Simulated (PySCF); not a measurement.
H₂Te, charge +1, multiplicity 2. Atoms are numbered in the order given.

```xyz
3

Te     0.0000     0.0000    -0.0435
H      0.0000    -1.1829     1.1304
H      0.0000     1.1829     1.1304
```
Charge +1, spin multiplicity 2.

The structure is a stationary point at PBE0-D3(BJ)/def2-TZVPD. The multiplicity is an assumed one; other spin states were not compared. The def2 effective core potentials stand for the cores of Te; spin–orbit coupling is left out.

All values below come from CAM-B3LYP/def2-TZVPD (PySCF).

Isolated molecule, no solvent.

- total energy = -268.87423 hartree
- point group = C2v
- α spin, highest occupied and lowest empty level = -16.40 and -6.36 eV
- β spin, highest occupied and lowest empty level = -17.92 and -10.36 eV
- dipole moment about the centre of nuclear charge = 0.178 e·Å
- mean static polarisability = 28.7 bohr³ (4.25 Å³)
- polarisability, principal values = 24.3, 30.4, 31.3 bohr³
- ⟨S²⟩ = 0.754 (pure state 0.75)
